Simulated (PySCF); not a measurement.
## Gas-phase XPS of `CO[SiH2]F`, computed

CH5FOSi.
SMILES with atom numbers: `[CH3:1][O:2][SiH2:3][F:4]`

Method: delta-SCF UKS SCAN, pcX-2 on the ionised atom, pcseg-1 elsewhere, spin-free X2C in PySCF. Each binding energy is the total energy of the core-ionised species, with the hole localised on one atom, minus that of the ground state; both are solved self-consistently, so orbital relaxation is included.

Question: List the computed XPS lines with their assignment.

Answer: 
| atom(s) | environment | level | binding energy (eV) | 2p1/2 (eV) | count |
| --- | --- | --- | --- | --- | --- |
| C1 | methoxy carbon | C 1s | 292.81 | – | 1 |
| O2 | silyl ether oxygen | O 1s | 538.65 | – | 1 |
| Si3 | fluorine-bound silicon | Si 2p3/2 | 108.50 | 109.13 | 1 |
| Si3 | fluorine-bound silicon | Si 1s | 1848.60 | – | 1 |
| F4 | silicon-bound fluorine | F 1s | 692.43 | – | 1 |

Question: Which effective nuclear charge Zeff reproduces each element's mean 1s value in the hydrogen-like formula E = 13.606 eV × Zeff²?

Answer: C (Z = 6): mean 292.8 eV, Zeff = 4.64, Z − Zeff = 1.36; O (Z = 8): mean 538.6 eV, Zeff = 6.29, Z − Zeff = 1.71; F (Z = 9): mean 692.4 eV, Zeff = 7.13, Z − Zeff = 1.87; Si (Z = 14): mean 1848.6 eV, Zeff = 11.66, Z − Zeff = 2.34. Means run over the listed sites, weighted by atom count.

Question: Give the binding energy of F 1s of F4 in hartree and in kJ/mol.

Answer: 692.43 eV = 25.4463 Eh = 66809 kJ/mol.

Spin–orbit and ligand-field terms were added within each 2p shell after the spin-free SCF. 2p1/2 minus 2p3/2 (ligand field included): Si 0.63 eV. Isolated species at its PBE0-D3(BJ)/def2-SVP geometry (one conformer only).

The values belong to the conformer `[CH3:1][O:2][SiH2:3][F:4]`: C1–O2–Si3–F4 71°.
